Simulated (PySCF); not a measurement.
Simulation results for CH$_{4}$BNSi, C$_{2}$H$_{7}$NSi, CH$_{4}$OSi, CH$_{4}$AlNSi

Computed with PySCF 2.14.0. Calculation on a computer-drawn molecule: the log of a Hartree-Fock and frozen-core CCSD(T) single point meant for a local Hartree-Fock minimum, with one planted fault or none, to be diagnosed. Offsets are logged minus clean, where the clean run is the same molecule without the fault. The reference is restricted for singlets and unrestricted otherwise, and also for a bond in bohr or an excited solution. Adding or removing an electron swaps singlet and doublet. The excited solution moves the top pair (singlet) or top alpha electron (doublet) to the lowest empty orbital. Highest occupied and lowest empty are orbital energies over both spins, largest force is the largest gradient component, triples share is (T) over the correlation energy, the T1 limit is 0.02 restricted and 0.045 unrestricted, electrons count all cores, a negative frequency is imaginary (commonest isotopes), and the dipole is about the centre of nuclear charge.

Common to all runs: meant charge 0; meant multiplicity 1; meant basis cc-pV(D+d)Z; logged SCF converged yes; possible faults no fault, one electron removed, one electron added, multiplicity raised by two, geometry at a saddle point, SCF held on an excited solution, minimal basis STO-3G, one bond length entered in bohr, all coordinates scaled.

(1) CH$_{4}$BNSi

Logged structure:
```xyz
8
CH4BNSi
C     -0.0700     2.0410     0.2466
Si     0.0658     0.6220     1.5169
B     -0.2825    -0.9300     0.2212
N     -0.4849    -1.9049    -0.5055
H      0.0828     3.0189     0.7076
H     -1.0549     2.0304    -0.2361
H      0.6676     1.9115    -0.5548
H     -0.6471    -2.6831    -1.0882
```

* logged electrons: 36
* logged basis functions: 28
* logged spin squared: 0
* logged highest occupied: -6.0128 eV
* logged lowest empty: 5.4372 eV
* logged largest force: 0.079665 hartree/bohr
* logged T1 diagnostic: 0.017516
* logged D1 diagnostic: 0.05386
* logged triples share: 0.025463
* logged CC converged: yes
* logged dipole magnitude: 0.41801 debye
* logged SCF stable within its kind: yes
* logged energy HF: -403.39624 hartree
* logged energy CCSD(T): -403.64406 hartree
* planted fault: minimal basis STO-3G
* HF energy offset from clean run: 3031 kcal/mol
* CCSD(T) energy offset from clean run: 3208 kcal/mol

Drawn bonds:
```
atom  other atom  order
   1           2      1
   2           3      1
   3           4      2
   1           5      1
   1           6      1
   1           7      1
   4           8      1
```

(2) C$_{2}$H$_{7}$NSi

Logged structure:
```xyz
11
C2H7NSi
C      0.5312     1.5204     1.0435
Si     0.7838     1.6437    -0.8446
C      0.3035    -0.1531    -1.3199
N      0.4616    -0.5694    -2.7175
H     -0.3124     0.8907     1.3450
H      0.4371     2.4986     1.5211
H      1.4407     1.0523     1.4506
H      0.8519    -0.8592    -0.6812
H     -0.7482    -0.3003    -1.0319
H     -0.0498     0.0538    -3.3211
H      1.4242    -0.4735    -2.9969
```

* logged electrons: 40
* logged basis functions: 100
* logged spin squared: 0
* logged highest occupied: -5.2302 eV
* logged lowest empty: -1.602 eV
* logged largest force: 0.068636 hartree/bohr
* logged dipole magnitude: 0.89942 debye
* logged SCF stable within its kind: no
* logged energy HF: -422.92519 hartree
* planted fault: SCF held on an excited solution
* HF energy offset from clean run: 132.7 kcal/mol

Drawn bonds:
```
atom  other atom  order
   1           2      1
   2           3      1
   3           4      1
   1           5      1
   1           6      1
   1           7      1
   3           8      1
   3           9      1
   4          10      1
   4          11      1
```

Notes: coupled-cluster numbers left out as unreliable.

(3) C$_{2}$H$_{7}$NSi

Structure as in entry 2.

* logged electrons: 41
* logged basis functions: 100
* logged spin squared: 0.7747
* logged highest occupied: -0.49459 eV
* logged lowest empty: 8.5652 eV
* logged largest force: 0.026593 hartree/bohr
* logged T1 diagnostic: 0.012291
* logged D1 diagnostic: 0.048581
* logged triples share: 0.028372
* logged CC converged: yes
* logged dipole magnitude: 2.9249 debye
* logged SCF stable within its kind: yes
* logged energy HF: -423.12452 hartree
* logged energy CCSD(T): -423.75162 hartree
* planted fault: one electron added
* HF energy offset from clean run: 7.642 kcal/mol
* CCSD(T) energy offset from clean run: 2.686 kcal/mol

Drawn bonds:
```
atom  other atom  order
   1           2      1
   2           3      1
   3           4      1
   1           5      1
   1           6      1
   1           7      1
   3           8      1
   3           9      1
   4          10      1
   4          11      1
```

(4) CH$_{4}$OSi

Logged structure:
```xyz
7
CH4OSi
C     -1.4975    -0.6054     0.1420
Si    -2.4196     0.9541     0.7581
O     -1.6955     1.1648     2.2326
H     -0.4127    -0.4355     0.1197
H     -1.6804    -1.4489     0.8218
H     -1.8144    -0.9066    -0.8600
H     -1.0178     0.5753     2.5342
```

* logged electrons: 32
* logged basis functions: 71
* logged spin squared: 2.0048
* logged highest occupied: -6.9939 eV
* logged lowest empty: 0.62534 eV
* logged largest force: 0.020081 hartree/bohr
* logged T1 diagnostic: 0.016109
* logged D1 diagnostic: 0.064655
* logged triples share: 0.024487
* logged CC converged: yes
* logged dipole magnitude: 1.6398 debye
* logged SCF stable within its kind: yes
* logged energy HF: -403.94676 hartree
* logged energy CCSD(T): -404.38369 hartree
* planted fault: multiplicity raised by two
* HF energy offset from clean run: 35.38 kcal/mol
* CCSD(T) energy offset from clean run: 53.14 kcal/mol

Drawn bonds:
```
atom  other atom  order
   1           2      1
   2           3      1
   1           4      1
   1           5      1
   1           6      1
   3           7      1
```

(5) CH$_{4}$OSi

Logged structure:
```xyz
7
CH4OSi
C     -1.4975    -0.6054     0.1420
Si    -2.4196     0.9541     0.7581
O     -1.6955     1.1648     2.2326
H     -0.4127    -0.4355     0.1197
H     -1.6804    -1.4489     0.8218
H     -1.8144    -0.9066    -0.8600
H     -0.4148     0.0508     2.8025
```

- logged electrons: 32
- logged basis functions: 71
- logged spin squared: 0.8573
- logged highest occupied: -9.285 eV
- logged lowest empty: 1.4325 eV
- logged largest force: 0.0084033 hartree/bohr
- logged T1 diagnostic: 0.061732
- logged D1 diagnostic: 0.2914
- logged triples share: 0.038701
- logged CC converged: yes
- logged dipole magnitude: 2.1888 debye
- logged SCF stable within its kind: yes
- logged energy HF: -403.87891 hartree
- logged energy CCSD(T): -404.33984 hartree
- planted fault: one bond length entered in bohr, row 6 of the drawn bonds
- HF energy offset from clean run: 77.96 kcal/mol
- CCSD(T) energy offset from clean run: 80.66 kcal/mol

Drawn bonds:
```
atom  other atom  order
   1           2      1
   2           3      1
   1           4      1
   1           5      1
   1           6      1
   3           7      1
```

Notes: T1 above single-reference limit.

(6) CH$_{4}$AlNSi

Logged structure:
```xyz
8
CH4AlNSi
C     -1.2791     1.3602    -2.7595
Si    -1.8091     1.4327    -0.9096
N     -0.6503     0.4464    -0.1767
Al     0.3715    -0.4652     0.7100
H     -0.2489     1.7240    -2.8670
H     -1.9268     1.9539    -3.4124
H     -1.2905     0.3201    -3.1103
H      1.3250    -1.3240     1.5830
```

* logged electrons: 44
* logged basis functions: 94
* logged spin squared: 2.0431
* logged highest occupied: -5.4268 eV
* logged lowest empty: 1.1669 eV
* logged largest force: 0.023231 hartree/bohr
* logged T1 diagnostic: 0.029988
* logged D1 diagnostic: 0.10602
* logged triples share: 0.038638
* logged CC converged: yes
* logged dipole magnitude: 3.7228 debye
* logged SCF stable within its kind: yes
* logged energy HF: -625.40853 hartree
* logged energy CCSD(T): -625.90393 hartree
* planted fault: ?

Drawn bonds:
```
atom  other atom  order
   1           2      1
   2           3      1
   3           4      2
   1           5      1
   1           6      1
   1           7      1
   4           8      1
```

Q: Which fault was planted in the run of CH$_{4}$AlNSi (entry 6)?
A: multiplicity raised by two

Further results for CH$_{4}$AlNSi (entry 6):

* HF energy offset from clean run: 26.37 kcal/mol
* CCSD(T) energy offset from clean run: 38.07 kcal/mol
